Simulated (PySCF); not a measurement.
# Dipole moment and polarisability of `O=CN[CH]([GeH3])[GeH3]`

Compound: C2H9Ge2NO.
Numbering: `[O:1]=[CH:2][NH:3][CH:4]([GeH3:5])[GeH3:6]` (hydrogens: H7 on C2; H8 on N3; H9 on C4; H10, H11, H12 on Ge5; H13, H14, H15 on Ge6)

Cartesian coordinates in Å at the PBE0-D3(BJ)/def2-SVP level; atoms count from 1:
```
atom  x, y, z in Å
O1    -1.9931    2.0398    1.1642
C2    -2.1031    0.8424    1.3267
N3    -1.2433   -0.0797    0.8444
C4    -0.0289    0.2417    0.1240
Ge5    1.5585   -0.0257    1.2769
Ge6    0.0196    2.0458   -0.7169
H7    -2.9477    0.3881    1.8949
H8    -1.4202   -1.0493    1.0808
H9     0.0693   -0.4485   -0.7304
H10    1.4861    0.9443    2.4681
H11    2.8538    0.2041    0.4783
H12    1.5365   -1.4755    1.8098
H13    0.4113    3.1618    0.2568
H14    1.1919    1.8793   -1.7234
H15   -1.2466    2.3521   -1.5276
```

Level: CAM-B3LYP/def2-SVPD (PySCF), static field, nuclei fixed, core orbitals frozen in the response. The polarisability tensor in these axes (au):

```
x   105.44  -6.66  -2.50
y    -6.66  99.44  -9.41
z    -2.50  -9.41  91.94
```

Question: Give the principal values, the mean and the anisotropy Δα = √{½[(α1 − α2)² + (α2 − α3)² + (α1 − α3)²]}.

Answer: Principal values 83.93, 102.44 and 110.44 au; mean 98.94 au = 14.66 Å³ = 16.31 × 10⁻⁴⁰ C²·m²/J; Δα = 23.55 au (24 % of the mean).

Question: What is the dipole moment, and where does it point?

Answer: (-0.06, -3.73, 0.22) D, 3.74 D in size, pointing from the negative to the positive side. Measured along this direction, the outermost atoms are H13 at the negative end and H12 at the positive end.

Question: Along which axes do the principal values lie, and how far do the nuclei extend along each?

Answer: Largest value along (0.74, -0.64, 0.22), where the nuclei span 5.24 Å; middle along (0.62, 0.50, -0.60), 5.49 Å; least along (0.27, 0.58, 0.77), 3.65 Å. The strongest response doesn't lie along the longest of the three spans.

Question: What would n − 1 = 2πNα be for an ideal gas of these molecules at 350 K and 1 atm, electronic part alone?

Answer: N = p/kT = 2.0968 × 10¹⁹ cm⁻³, so n − 1 = 2π × N × 14.66 × 10⁻²⁴ cm³ = 1932 × 10⁻⁶ at long wavelengths.

Question: Form Σ f/ω² (atomic units) for the 10 lowest TDDFT singlets, given as eV and f, and set it beside the mean polarisability, which is this sum over all singlets: 5.80, 0.0026; 6.23, 0.0009; 6.67, 0.1564; 7.15, 0.1312; 7.20, 0.0546; 7.27, 0.0680; 7.46, 0.0035; 7.63, 0.0037; 7.76, 0.0023; 7.86, 0.0191.

Answer: They add up to 6.66 au, 6.7 % of the 98.94 au; the largest single term is 2.60 au, from the state at 6.67 eV. Terms in order: 0.06, 0.02, 2.60, 1.90, 0.78, 0.95, 0.05, 0.05, 0.03, 0.23 au. Higher excitations give the rest. The strengths listed sum to 0.442.

The structure is a single PBE0-D3(BJ)/def2-SVP conformer in the gas phase; no vibrational or solvent corrections. The calculation is non-relativistic, for germanium too.

The run behind these numbers computed excited states and ΔSCF ions as well. Time: 4.4 min of wall time; peak memory 1.1 GiB. Hardware: one thread, Arm Neoverse V2 (aarch64), no GPU (shared host).
